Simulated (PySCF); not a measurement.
# [FeF4]-: what the settings change

The complex [FeF4]- (charge -1) contains Fe(III), shell d5. The structure is a PBE0-D3(BJ)/def2-TZVP geometry optimised for multiplicity 6; coordination tetrahedral, point group Td, metal–donor distances 1.81 Å.

```
5

Fe    0.0000    0.0000    0.0000
F     1.0478    1.0478    1.0478
F     1.0478   -1.0478   -1.0478
F    -1.0478   -1.0478    1.0478
F    -1.0478    1.0478   -1.0478
```

Method (PySCF 2.14, density fitting): CASSCF(5,5) with orbitals averaged over all microstates of the shell, strongly contracted NEVPT2 on the averaged canonical orbitals; basis x2c-TZVPall on the metal, x2c-SVPall elsewhere; spin-free X2C; IEF-PCM dichloromethane; spin-orbit coupling by state interaction with the mean-field operator over all roots.

Base run: NEVPT2 ground state 6A1, next 4T1 at 24644, then 4T2 at 28708 cm⁻¹, 10Dq(CASSCF) 6329, B(CASSCF) 1148, ζ 426 cm⁻¹, g 2.002 2.002 2.002, μeff(300 K) 5.92 μB.

Q: What happens with the basis x2c-TZVPall on all atoms?

A: NEVPT2 ground state 6A1, next 4T1 at 24745, then 4T2 at 28718 cm⁻¹, 10Dq(CASSCF) 6295, B(CASSCF) 1148, ζ 426 cm⁻¹, g 2.002 2.002 2.002, μeff(300 K) 5.92 μB. It took 20 s against 15 s on a shared host of the same kind.

Q: What happens with orbitals averaged over the highest spin alone?

A: NEVPT2 ground state 6A1, next 4T1 at 26058, then 4T2 at 29802 cm⁻¹, 10Dq(CASSCF) 6216, B(CASSCF) 1211, ζ 448 cm⁻¹, g 2.002 2.002 2.002, μeff(300 K) 5.92 μB.

NEVPT2 on the d shell alone tends to put d–d bands too high for such charged or covalently bound ions.
